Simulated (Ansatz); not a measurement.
Input for Ansatz (a quantum-chemistry and plane-wave program): R-CCSD(T)/cc-pV(T+d)Z on SiH4 (SMILES [SiH4]). The basis file is the Basis Set Exchange's JSON of that set.

Ansatz 0.2 input:
```yaml
crystal:
  periodic: [false, false, false]
  atoms:
    - {symbol: Si, position_ang: [0.00000053, 0.00001668, -0.00000201]}
    - {symbol: H, position_ang: [-0.16914983, 1.22354657, -0.81594807]}
    - {symbol: H, position_ang: [-0.74398622, 0.14791459, 1.27122361]}
    - {symbol: H, position_ang: [1.43708743, -0.20475324, 0.29026913]}
    - {symbol: H, position_ang: [-0.52395191, -1.16662460, -0.74554265]}
basis:
  gaussian:
    orbitals: cc-pV_T+d_Z.json
magnetization: {spin_polarized: false}
correlation: {method: ccsd_t, electrons: outside_noble_gas}
scf: {lower_state_search: off}
```

The log:

```
WARN ansatz: RAYON_NUM_THREADS=1 ignored (pool sized by the plan → 1); use --threads N
Functional definition: HF
these checks for a lower state are left out or cut short: stability, starts, cluster_reference, orbital_swaps, neighbouring_geometries, increment
integrals: 0.09 GiB planned
532 factors; integrals over basis functions are off by at most 8.1e-4 eV
mean field: 0.13 GiB planned
mean field evaluation 1: about -7925.0185 eV, gradient 1.0e1 eV
mean field evaluation 2: about -7925.0199 eV, gradient 1.0e1 eV
mean field evaluation 4: about -7925.6844 eV, gradient 3.7e-1 eV
mean field evaluation 8: about -7925.6852 eV, gradient 6.0e-5 eV
mean field -7925.68517765 eV, -291.2635580565 hartree, gradient 1.9e-6 eV, S^2 0.000000; 0 other end points of the search recorded, 0 dependent functions left out
5 core orbitals not correlated
reference -7925.68517765 eV, -291.2635580565 hartree; 4, 4 occupied and 86, 86 virtual orbitals, 532 factors
second order -3.89147550 eV of doubles, -0.00000000 eV of singles
coupled cluster: 0.20 GiB planned
cycle   1  -4.48075629 eV  change   -5.9e-1 eV  update   5.5e-2
cycle   2  -4.69696724 eV  change   -2.2e-1 eV  update   1.9e-2
cycle   3  -4.70295934 eV  change   -6.0e-3 eV  update   4.3e-3
cycle   4  -4.70135812 eV  change    1.6e-3 eV  update   1.4e-3
cycle   5  -4.70100150 eV  change    3.6e-4 eV  update   3.8e-4
cycle   6  -4.70102032 eV  change   -1.9e-5 eV  update   6.9e-5
cycle   7  -4.70103488 eV  change   -1.5e-5 eV  update   1.5e-5
cycle   8  -4.70103526 eV  change   -3.8e-7 eV  update   3.6e-6
perturbative correction -0.10337457 eV, -0.0037989452 hartree
Total energy: -7930.48958748 eV, -291.4401168611 hartree
Checks for a lower state left out: stability, starts, cluster_reference, orbital_swaps, neighbouring_geometries, increment
```

The calculation finished and met its thresholds.

Cost: about 1.6 core-seconds (a rough figure).
